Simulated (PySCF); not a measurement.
Work out the structure from these simulated measurements.

Elements present: C, F, H and O. Monoisotopic mass: 168.0398 u.

- 1H NMR: chemical shifts (computed TMS as zero) by class: 5.30 (1 H), 5.03 (1 H), 5.02 (1 H), 4.91 (1 H), 4.86 (1 H), 4.67 (1 H), 4.64 (1 H) ppm [GIAO PBE0/pcSseg-1]
- Rotational structure: rotational constants A, B, C: 1.875, 0.905, 0.755 GHz [GFN2-xTB]
- Dipole: 1.95 D [PBE0/pcSseg-1]
- NMR, other nuclei: isotropic shieldings of nuclei other than C and H, by class: 317 (1 O), 337 (1 O), 265 (3 F) ppm [GIAO PBE0/pcSseg-1]
- 13C NMR: chemical shifts (computed TMS as zero) by class: 133.5 (1 C), 87.2 (1 C), 83.8 (1 C), 82.5 (1 C), 78.2 (1 C), 45.9 (1 C) ppm [GIAO PBE0/pcSseg-1]

The electronic properties come from PySCF, for the isolated species, density fitting. Levels stand in brackets. Geometry: GFN2-xTB; no solvent, vibrations or thermal averaging. NMR classes are plain means over equivalent atoms (diastereotopic ones count apart unless rotation or inversion swaps them), as if these changed places fast.

Question: Which formula fits the mass and the elements?

Answer: C6H7F3O2 (calculated 168.0398). No other formula that holds each of these elements comes within 0.0003 u with a fitting electron parity and a possible valence count.

Question: What is the compound? Reason from the data.

Answer: Numbering: `[F:1][C:2]([F:3])([F:4])[C@H:5]1[O:6][CH2:7][C:8]12[CH2:9][O:10][CH2:11]2`. Its formula, C6H7F3O2, gives 2 degrees of unsaturation: 2 rings and 0 π bonds in the structure found. 6 carbons fall into 6 classes; from least to most shielded: CF3 carbon [C2] (133.5 ppm), ring sp3 carbon bound to oxygen [C5] (87.2 ppm), ring sp3 carbon bound to oxygen [C7] (83.8 ppm), ring sp3 carbon bound to oxygen [C11] (82.5 ppm), ring sp3 carbon bound to oxygen [C9] (78.2 ppm), sp3 carbon at a ring junction [C8] (45.9 ppm). Hydrogen classes from least to most shielded: 1 H on an sp3 carbon bound to oxygen, C9 (5.30 ppm), 1 H on an sp3 carbon bound to oxygen, C7 (5.03 ppm), 1 H on an sp3 carbon bound to oxygen, C11 (5.02 ppm), 1 H on an sp3 carbon bound to oxygen, C11 (4.91 ppm), 1 H on an sp3 carbon bound to oxygen, C7 (4.86 ppm), 1 H on an sp3 carbon bound to oxygen, C9 (4.67 ppm), 1 H on an sp3 carbon bound to oxygen, C5 (4.64 ppm). The other shieldings belong to: 317 ppm, cyclic ether oxygen [O6]; 337 ppm, cyclic ether oxygen [O10]; 265 ppm, fluorine of a CF3 group [F1/F3/F4]. The optimised geometry has point group C1 and is an asymmetric top. Structure: `C12(COC2)[C@H](OC1)C(F)(F)F`. Computed isomers that give other values at the same levels: `C[C@H]1OCC=C1OC(F)(F)F` (13C chemical shifts (computed TMS as zero) by class: 157.7 (1 C), 130.4 (1 C), 110.1 (1 C), 84.3 (1 C), 77.8 (1 C), 23.0 (1 C) ppm); `C=CC(=O)O[C@H](C)C(F)(F)F` (13C chemical shifts (computed TMS as zero) by class: 170.9 (1 C), 144.3 (1 C), 135.2 (1 C), 133.4 (1 C), 68.6 (1 C), 16.0 (1 C) ppm); `O=C1CCO[C@H]1CC(F)(F)F` (13C chemical shifts (computed TMS as zero) by class: 221.5 (1 C), 135.2 (1 C), 80.4 (1 C), 68.0 (1 C), 42.1 (1 C), 38.4 (1 C) ppm). The assignments are read from this structure; whether some other isomer fits the data as well wasn't checked. The mirror image fits equally.

Conformer computed: `[F:1][C:2]([F:3])([F:4])[C@H:5]1[O:6][CH2:7][C:8]12[CH2:9][O:10][CH2:11]2`: F1–C2–C5–O6 65°.
